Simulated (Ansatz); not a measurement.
Spectroscopic constants of ZnO, closed-shell singlet (the spin of the measured ground state). No spin–orbit coupling. Zn is treated without relativity.

| level | bond energy D_e (eV) |
|---|---|
| SVWN5/def2-TZVPP | 2.775 |
| PBE/def2-TZVPP | 1.924 |
| r2SCAN/def2-TZVPP | 1.575 |
| B97M-V/def2-TZVPP | 1.397 |
| B3LYP/def2-TZVPP | 1.209 |
| PBE0/def2-TZVPP | 1.183 |
| BHLYP/def2-TZVPP | 0.337 |
| CAM-B3LYP/def2-TZVPP | 1.141 |
| wB97X-V/def2-TZVPP | 1.224 |
| wB97M-V/def2-TZVPP | 1.159 |
| CCSD/def2-TZVPP | 0.912 |
| CCSD(T)/def2-TZVPP | 1.360 |
| CCSD(T)/def2-QZVPP | 1.578 |
| CCSD(T)/CBS(def2-TZVPP, def2-QZVPP) | 1.654 |

The rows run from 0.337 (BHLYP/def2-TZVPP) to 2.775 eV (SVWN5/def2-TZVPP). From def2-TZVPP to def2-QZVPP CCSD(T) changes by 0.218. The 10 functionals in def2-TZVPP without D3 or D4 span 2.438, from BHLYP to SVWN5.

D_e counts from the fitted minimum to each atom's lowest state at the same level, without counterpoise. The singlet is restricted.

Correlated levels freeze the inner cores; with def2 sets outer-core shells near the valence are correlated too. CBS: X⁻³ extrapolation of the correlation energy, Hartree–Fock from the larger set.

Doubts at one or more of the structures used: a restricted determinant that unrestricted orbitals would lower (CCSD/def2-TZVPP, CCSD(T)/def2-TZVPP, CCSD(T)/def2-QZVPP, CCSD(T)/CBS(def2-TZVPP, def2-QZVPP)).

Codes used: Ansatz (Gaussian basis) for Hartree–Fock, density functionals and correlated methods.

Ansatz is an electronic-structure program.
